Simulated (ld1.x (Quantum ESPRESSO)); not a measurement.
## O (Z = 8): one change to an RRKJ potential, before and after

- Element: O
- Generator: ld1.x (Quantum ESPRESSO) 7.5
- Type: norm-conserving RRKJ (Kleinman–Bylander form)
- Functional: LDA (PZ)
- Relativity: scalar-relativistic
- Frozen core: [He]
- Valence charge: 6
- Reference configuration: 2s2 2p2 (charge +2)
- Partial waves: 2p (bound): rc 1.85 bohr; 2s (bound): rc 0.85 bohr
- Local potential: the s channel
- Core correction: none

Change: all radii scaled by about 0.83 (s 0.70, p 1.54 bohr).

Cutoffs: the cutoffs (Ry, on a coarse ladder) from which the occupation-weighted sum of valence levels, in a spherical-Bessel basis at the reference potential, stays within 10 and 1 mRy of its value at 400 Ry; they do not see the model core or the augmentation charge, which bear on the density cutoff. Errors are all-electron minus pseudo energies relative to the spin-unpolarised reference configuration.

Task: How do hardness, ghosts and transferability respond?

Result: The potential gets neither clearly harder nor softer (90 Ry and 180 Ry → 90 Ry and 200 Ry); the s channel sets the loose cutoff, while the largest relative change is in p, which becomes harder; of the 9 tests that both files solve, the error grows in 1 and shrinks in 8 by more than 15 % and 0.3 meV (median size 646.0 → 268.0 meV); neither file shows a bound ghost.

```tsv
quantity	base	changed
cutoff, loose	90 Ry	90 Ry
cutoff, tight	180 Ry	200 Ry
loose cutoff by channel (10 mRy a level)	p 35 Ry, s 70 Ry	p 45 Ry, s 70 Ry
bound ghosts	none	none
error for 2s2 2p4, meV [ΔE -50.29 eV]	+646	+248
error for 2s2 2p3, meV [ΔE -33.71 eV]	+275	+114
error for 2s2 2p1, meV [ΔE 53.96 eV]	+592	+284
error for 2s2 2p0, meV [ΔE 130.92 eV]	+3162	+1632
error for 2s2 2p4.3, meV [ΔE -52.47 eV]	+711	+268
error for 2s1 2p4, meV [ΔE -18.87 eV]	+704	+329
error for 2s2 2p3.5, meV [ΔE -43.93 eV]	+481	+192
error for 2s2 2p2 (spin-polarised), meV [ΔE -2.23 eV]	+27	+163
error for 2s2 2p4 (spin-polarised), meV [ΔE -51.70 eV]	+709	+354
```
